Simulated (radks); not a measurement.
Neutral barium inside a hard spherical wall (all orbitals vanish at R), configuration held at [Xe] 6s2 and not refilled when levels cross. Method: scalar-relativistic Kohn-Sham, PBE, spin-polarised, spherical densities, point nucleus; computed with a radial shooting solver on a logarithmic mesh with Libxc functionals. Eigenvalues in eV for spin up, with the zero of energy where the potential of the charges vanishes at infinity; a dash marks a level that is unbound or too diffuse for the functional's potential to be trusted. A positive occupied level is held by the wall or, in an anion where self-interaction has pushed it up, behind a barrier. The pressure on the wall is -dE/dV.

| R (bohr) | E (hartree) | kinetic (hartree) | e(4d) | e(5s) | e(5p) | e(6s) | e(5d, empty) | e(6p, empty) | pressure (GPa) |
|---|---|---|---|---|---|---|---|---|---|
| free | -8135.5648 | 8588.776 | -89.681 | -33.675 | -18.737 | -3.230 | -2.019 | -1.243 | 0 |
| 20 | -8135.5648 | 8588.776 | -89.681 | -33.674 | -18.736 | -3.230 | -2.018 | -1.242 | < 0.0001 |
| 12 | -8135.5637 | 8588.787 | -89.594 | -33.590 | -18.653 | -3.167 | -1.947 | -1.076 | 0.0160 |
| 10 | -8135.5584 | 8588.824 | -89.341 | -33.344 | -18.414 | -2.967 | -1.740 | -0.688 | 0.128 |
| 8 | -8135.5302 | 8588.974 | -88.561 | -32.600 | -17.695 | -2.213 | -1.082 | 0.592 | 1.06 |
| 7 | -8135.4847 | 8589.173 | -87.770 | -31.858 | -16.988 | -1.233 | -0.362 | 2.145 | 3.23 |
| 6 | -8135.3756 | 8589.601 | -86.470 | -30.679 | -15.879 | 0.803 | 0.921 | 5.213 | 10.9 |
| 3.5 | -8132.8982 | 8598.786 | -72.327 | -19.609 | -4.603 | 33.324 | 16.806 | 46.283 | 683 |
| 2.5 | -8123.4383 | 8629.452 | -46.060 | 5.324 | 24.625 | 120.00 | 57.030 | 142.92 | 7800 |
| 2 | -8104.7448 | 8685.369 | -15.878 | 48.380 | 75.127 | 253.19 | 120.84 | 284.72 | 36800 |
| 1.5 | -8038.7559 | 8871.976 | 57.434 | 196.25 | 239.31 | 620.85 | 304.53 | 663.50 | 260000 |
